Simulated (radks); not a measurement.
Question: These are the eigenvalues of the occupied orbitals of an atom or ion with whole-number occupations (eV). Method: Dirac Kohn-Sham, PBE, spin-unpolarised, spherical densities, point nucleus; computed with a radial shooting solver on a logarithmic mesh with Libxc functionals.

orbital  eigenvalue
1s1/2     -41792.34
2s1/2     -6730.791
2p1/2     -6361.614
2p3/2     -5879.357
3s1/2     -1461.751
3p1/2     -1304.831
3p3/2     -1209.281
3d3/2     -935.6638
3d5/2     -915.0708
4s1/2     -300.5198
4p1/2     -241.8187
4p3/2     -221.2722
4d3/2     -124.9557
4d5/2     -121.3533
5s1/2      -51.6599
5p1/2      -36.0520
5p3/2      -33.2412
4f5/2      -13.9303

Which element is it, and in what charge state? The configuration may be excited. Open shells, if any, fill j = l - 1/2 first.

Answer: Z = 59, praseodymium, charge +2: Pr2+ in [Xe] 4f3. The list shows which subshells hold electrons but not how many an open one holds; the 1s level, -1535.8 hartree, gives Z - s = 55.4 by -(Z - s)^2/2, which with screening and relativity narrows Z to a few neighbours, and the depths of the outer levels then fix element, charge and occupations together.
